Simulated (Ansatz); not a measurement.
Calculated with Ansatz (gas phase, PBE0-D4/def2-TZVP geometries, no zero-point term in ΔE). CBS: MP2 limit from def2 TZ/QZ plus the TZ coupled-cluster correction, frozen cores. DFT in def2-TZVPP. B3LYP here is the variant with VWN-RPA as its local correlation; programs differ in this. Each species was taken in one conformer, which may not be the lowest.

Reaction (redistribution): `CB[SiH2]BC` + `OBCO` → `CB[SiH2]O` + `CBCBO`

```tsv
level	ΔE (kcal/mol)	difference from CCSD(T)/CBS
PBE-D4	-44.7	5.5
PBE0-D4	-46.8	3.4
B3LYP-D4	-48.7	1.5
ωB97X-V	-48.7	1.5
ωB97M-V	-50.4	-0.2
B2PLYP	-50.6	-0.4
r2SCAN	-48.8	1.4
PBE0	-46.9	3.3
B3LYP	-48.8	1.4
MP2/def2-TZVPP	-53.3	-3.1
CCSD/def2-TZVPP	-50.3	-0.1
CCSD(T)/def2-TZVPP	-49.8	0.4
MP2/def2-QZVPP	-53.6	-3.4
SCS-MP2/def2-QZVPP	-52.8	-2.6
HF/CBS(def2)	-52.7	-2.5
CCSD/CBS(def2)	-50.7	-0.5
CCSD(T)/CBS	-50.2	0
```

Largest T1 diagnostic among the species: 0.013.

From PBE to PBE0 (25 % exact exchange), in def2-TZVPP and without D4, ΔE moves by −2.0 kcal/mol.
